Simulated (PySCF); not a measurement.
Exercise with solution: entropy of an ideal gas

H₃Si₂, SMILES [Si][SiH3] (connectivity only; charge and spin as stated), neutral, multiplicity 2.

Coordinates come from a B3LYP-D3(BJ)/def2-TZVP optimisation. The isomer is the one that the SMILES or the coordinates give; other isomers of the formula were not compared.

B3LYP-D3(BJ)/def2-TZVP (PySCF) gives the harmonic wavenumbers 275, 393, 414, 865, 908, 953, 2148, 2186, 2189 cm⁻¹ and the rotational temperatures 4.2071, 0.2661, 0.2660 K. The molar mass is 59.19 g/mol, the symmetry number 1, the spin multiplicity 2.

### Question
Work out the entropy at 298.15 K and 1 atm in the rigid-rotor, harmonic-oscillator model.

### Answer

Translation (Sackur–Tetrode at 1 atm): S = R[1.5 ln M + 2.5 ln T − 1.16487] = 159.6 J/(mol K).
Rotation: q = (√π/σ) T^1.5/√(θA θB θC) = 16700, S = R[ln q + 3/2] = 93.3 J/(mol K).
Vibration: with u = 1.4388 ν/T, each mode gives R[u/(e^u − 1) − ln(1 − e^−u)]:
```tsv
ν (cm⁻¹)	modes	u	S (J/(mol K))
275	1	1.33	6.55
393	1	1.90	4.14
414	1	2.00	3.82
865	1	4.17	0.67
908	1	4.38	0.57
953	1	4.60	0.47
```
The stiffer modes add less than 0.005 each. Sum 16.2 J/(mol K).
Spin: R ln 2 = 5.8 J/(mol K).
Total 274.9 J/(mol K); the program's own thermochemistry gives 275.0. Translation makes up 58 % and vibration 6 %. Anharmonicity, hindered rotation and orbital degeneracy are left out.
